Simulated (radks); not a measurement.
Values are calculated unless marked as measured or tabulated.
Ionisation of the selenium ion Se+, [Ar] 3d10 4s2 4p3, to [Ar] 3d10 4s2 4p2 as the strength of local exchange is varied. Code: a radial shooting solver on a logarithmic mesh with Libxc functionals. Model: scalar-relativistic Kohn-Sham, Slater X-alpha exchange (alpha = 2/3 is LDA exchange), no correlation, spin-polarised, spherical densities, finite nucleus; open shells are filled with parallel spins first; Fermi nuclear charge, rms radius 4.14 fm.

alpha  E(Se+) (hartree)  exchange (hartree)  IE (eV)  -e of the level emptied (eV)  <r> of it (bohr)
0.564       -2410.93722           -68.44549   18.964                   14.171 (4p)             2.173
0.597       -2414.94941           -72.56848   19.418                   14.600 (4p)             2.155
0.667       -2423.48175           -81.35723   20.399                   15.530 (4p)             2.120
0.71        -2428.73763           -86.78501   21.012                   16.114 (4p)             2.098
0.761       -2434.98572           -93.25117   21.751                   16.818 (4p)             2.074
0.844       -2445.18749          -103.84069   22.979                   17.994 (4p)             2.036
0.976       -2461.49690          -120.85044   24.996                   19.935 (4p)             1.979
1.047       -2470.31246          -130.08509   26.112                   21.015 (4p)             1.951

NIST Atomic Spectra Database: 21.20 eV (measured). The Delta-SCF value meets it near alpha = 0.72. Open shells are spherical and high-spin; term and fine-structure splittings are not resolved.
